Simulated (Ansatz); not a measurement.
`C[SiH](N)CN`, relaxed with RKS PBE0-D4/def2-TZVP in Ansatz from a PBE-D4/def2-SVP geometry. The force threshold is 0.005 eV/Å; the program also tests the step.

Total charge 0; spin multiplicity 1.

Start:

```xyz
15

C    -0.176   -1.710    0.851
Si   -0.378    0.156    0.722
N    -1.733    0.466   -0.364
C     1.123    0.944   -0.137
N     1.261    0.333   -1.459
H     0.618   -1.964    1.582
H     0.129   -2.105   -0.139
H    -1.108   -2.218    1.173
H    -0.519    0.764    2.105
H    -2.048    1.437   -0.454
H    -2.556   -0.134   -0.260
H     1.014    2.063   -0.117
H     2.022    0.726    0.483
H     0.372    0.433   -1.967
H     1.979    0.809   -2.019
```

Task: By how much does the energy fall, and how many steps does the optimiser take? (Estimate.)

Result: The calculation gave: 7.23 kJ/mol, in 10 steps, 2 of them rejected.

Task: Which bonds change most? (An estimate is asked.)

Result: Computed: Si2–N3 from 1.763 to 1.732 Å; Si2–C4 from 1.900 to 1.879 Å; C4–H12 from 1.124 to 1.104 Å; Si2–H9 from 1.517 to 1.498 Å.

Task: Give the relaxed structure. (An estimate is asked.)

Result: Ansatz gave: 
```xyz
15

C    -0.196   -1.699    0.856
Si   -0.372    0.148    0.698
N    -1.734    0.457   -0.326
C     1.118    0.934   -0.133
N     1.285    0.377   -1.470
H     0.637   -1.947    1.517
H     0.004   -2.142   -0.122
H    -1.098   -2.157    1.272
H    -0.492    0.763    2.059
H    -2.070    1.401   -0.438
H    -2.512   -0.184   -0.304
H     1.012    2.032   -0.100
H     2.001    0.700    0.474
H     0.418    0.450   -1.989
H     1.999    0.867   -1.994
```
